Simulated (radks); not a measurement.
Problem. Yb52+, configuration [Ar] (the NIST ground configuration). All-electron calculation, Dirac Kohn-Sham, relativistic LDA (MacDonald-Vosko exchange, VWN5 correlation), spin-unpolarised, spherical densities, finite nucleus; Fermi nuclear charge, rms radius 5.3108 fm. Program: a radial shooting solver on a logarithmic mesh with Libxc functionals.

Spin-orbit splittings of the eigenvalues, e(l+1/2) - e(l-1/2), with zeta = 2 splitting/(2l+1) and mean radii in bohr:

| shell | occ. | splitting (eV) | zeta (eV) | <r> j=l-1/2 | <r> j=l+1/2 |
|---|---|---|---|---|---|
| 2p | 6 | 1051 | 700.6 | 0.06832 | 0.07556 |
| 3p | 6 | ? | ? | 0.1901 | 0.2012 |

Estimate the 3p splitting.

Solution. 268.1 eV (zeta = 178.8 eV).
